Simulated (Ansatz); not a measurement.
Species: CAuO, charge 1, multiplicity 1. 
Geometry from a B3LYP-D3(BJ)/def2-TZVP (Ansatz, a program for electronic structure) optimisation:
```
C
O 1 1.1150
Au 1 1.9516 2 180.00
```
Charge +1, spin multiplicity 1.

Basis-set convergence of Hartree-Fock and MP2 correlation energies (hartree) with Ansatz. Cores are frozen in the correlated levels unless marked. No spin-orbit coupling. Frozen are the shells of the preceding noble gas and the d and f shells that filled before the atom's block. In def2 rows, elements after Kr have scalar-relativistic effective core potentials.

```
basis        functions       E(HF)  E(corr, MP2)
-----------  ---------  ----------  ------------
def2-SVPD           78  -247.17816      -0.55358
def2-TZVPPD        136  -247.32117      -0.72722
def2-QZVPPD        217  -247.32636      -0.77356
```

Extrapolating the two largest sets (X = 3 and 4) as X^-3: E(corr) = (64·(-0.77356) - 27·(-0.72722))/37 = -0.8074 Eh, an estimate of the basis-set limit. The largest set recovers 95.8 % of it, the smallest 68.6 %.
